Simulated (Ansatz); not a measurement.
B(SiH3)3 (Si₃BH₉). Charge 0, multiplicity 3. Geometry r2SCAN-D4/def2-SVP, that of the neutral singlet; atoms count from 1.

```xyz
13

B    -0.0028    0.0102   -0.0004
Si    0.7806    0.2738    1.8309
H     2.1096    0.9588    1.8869
H     0.9197   -1.0744    2.4770
H    -0.1894    1.0625    2.6613
Si    1.0307    0.5728   -1.6284
H     1.5175    1.9821   -1.4659
H     0.3088    0.4705   -2.9351
H     2.2452   -0.3091   -1.6978
Si   -1.8146   -0.8339   -0.2020
H    -2.4695   -1.2964    1.0615
H    -1.7252   -2.0009   -1.1410
H    -2.7106    0.1842   -0.8469
```

At PBE0-D4/def2-TZVP a singlet of charge 0 lies 2.45 eV below the triplet at the same geometry.

(1) Estimate the Mulliken populations from the PBE0/def2-TZVP orbitals of Ansatz.

(2) Where does the spin sit?

(3) And the Mayer bond orders between heavy atoms (over 0.3)?

Answers

(1) 
```json
{"atom": "B1", "charge (e)": "-0.09", "spin (α − β)": "1.24"}
{"atom": "Si2", "charge (e)": "0.11", "spin (α − β)": "0.33"}
{"atom": "H3", "charge (e)": "0.01", "spin (α − β)": "0.02"}
{"atom": "H4", "charge (e)": "0.01", "spin (α − β)": "0.05"}
{"atom": "H5", "charge (e)": "0.01", "spin (α − β)": "0.05"}
{"atom": "Si6", "charge (e)": "0.01", "spin (α − β)": "0.05"}
{"atom": "H7", "charge (e)": "-0.02", "spin (α − β)": "0.02"}
{"atom": "H8", "charge (e)": "0.01", "spin (α − β)": "0.06"}
{"atom": "H9", "charge (e)": "-0.02", "spin (α − β)": "0.03"}
{"atom": "Si10", "charge (e)": "0.02", "spin (α − β)": "0.05"}
{"atom": "H11", "charge (e)": "-0.02", "spin (α − β)": "0.00"}
{"atom": "H12", "charge (e)": "-0.01", "spin (α − β)": "0.05"}
{"atom": "H13", "charge (e)": "-0.01", "spin (α − β)": "0.05"}
```
Mulliken values depend strongly on the basis.

(2) Summed by element: B 1.24, Si 0.43, H 0.33, of 2 unpaired in all. Largest on single atoms: B1 1.24, Si2 0.33, H8 0.06.

(3) B1–Si2 0.78 (2.01 Å); B1–Si6 0.93 (2.01 Å); B1–Si10 0.93 (2.01 Å).
